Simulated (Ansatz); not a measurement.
**Computed against measured: atomisation enthalpy at 298 K**

6 molecules holding an element past argon; the atomisation enthalpy at 298 K in kJ/mol, computed less measured. Shapes, held fixed at every level: PBE0-D4/def2-TZVP. Thermal terms are harmonic and unscaled (PBE0-D4/def2-TZVP); the spin-orbit lowering of the free atoms is taken from their spectra. Programs: Ansatz 0.2.0. Measured values: Active Thermochemical Tables, CRC Handbook of Chemistry and Physics, NIST-JANAF tables.

Levels: A = HF/def2-TZVPP; B = r2SCAN-D4/def2-TZVPP; C = CCSD(T)/def2-SVP.

```
                       molecule  from tabulated heats     A    B     C
   BBrCl2 (bromodichloroborane)                  1262  -333  +39   -64
GeCl4 (germanium tetrachloride)                  1353  -398  +46  -129
          SiHI3 (triiodosilane)                  1063  -373  +13  -146
     SiI4 (SMILES I[Si](I)(I)I)                   987  -421  +13  -176
         C2H3Br (vinyl bromide)                  2126  -607   +7  -110
           C2H3I (vinyl iodide)                  2064  -609   -1  -117
```

Which level does best on this set, which worst, and which err to one side?


```tsv
level	kind	mean error	mean absolute error	worst case
HF/def2-TZVPP	Hartree–Fock	-456.8	456.8	C2H3I
r2SCAN-D4/def2-TZVPP	meta-GGA	+19.5	19.8	GeCl4
CCSD(T)/def2-SVP	coupled cluster or CI	-123.7	123.7	SiI4
```

On this set r2SCAN-D4/def2-TZVPP has the smallest mean absolute error and HF/def2-TZVPP the largest. HF/def2-TZVPP is too low in 6 of 6; r2SCAN-D4/def2-TZVPP is too high in 5 of 6; CCSD(T)/def2-SVP is too low in 6 of 6. The heats of GeCl4 (germanium tetrachloride), SiI4 (SMILES I[Si](I)(I)I) come from older tables and can be uncertain by 10 kJ/mol or more. The molecules' own spin-orbit lowering is left out, so errors for iodides read a little too negative. Heats of the atoms come from ATcT where it has them, that of boron, 570 kJ/mol, from recent work. The levels differ in basis as well as in method. The tabulated values of BBrCl2, SiHI3 are in doubt (older tables, estimates, or at odds with other calculations) and kept here. Over the 4 molecules whose values aren't doubted the mean absolute errors are A 508.8; B 16.8; C 133.0. Hartree–Fock lacks correlation and underbinds. Correlated wave functions converge slowly with the basis. For atoms past krypton def2 sets carry core potentials with scalar relativity. Relativity is left out for Br, Ge. Outer-core shells of Br, Ge, I are correlated, in sets that cover them unevenly. The set is small.
